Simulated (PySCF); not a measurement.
A small calculation by hand: refractive index and permittivity of the vapour

H3OSi, SMILES [O][SiH3], multiplicity 2.

Geometry: B3LYP-D3(BJ)/def2-TZVP. The isomer is the one that the SMILES or the coordinates give; other isomers of the formula were not compared.

PySCF with PBE/def2-TZVPD gives a mean static polarisability of 37.1 bohr³ and a dipole moment of 1.96 D. Take an ideal gas at 298.15 K and 0.1 bar, whether or not the substance is that volatile.

Work out n − 1 in the optical limit and the static ε − 1.


Polarisability volume α' = 37.1 × 0.148185 = 5.50 Å³. Number density N = p/kT = 2.43e-6 Å⁻³.
Dilute limit of Lorentz–Lorenz: n − 1 = 2π N α' = 8.4e-5.
Orientation term of Debye: μ²/(3kT) = 8.098 Å³ × μ²(D²) = 31.11 Å³.
ε − 1 = 4π N (α' + μ²/3kT) = 0.0011. Orientation of the dipole supplies 85 % of the static response; it can't follow optical fields. Vibrational polarisation and dispersion are left out.
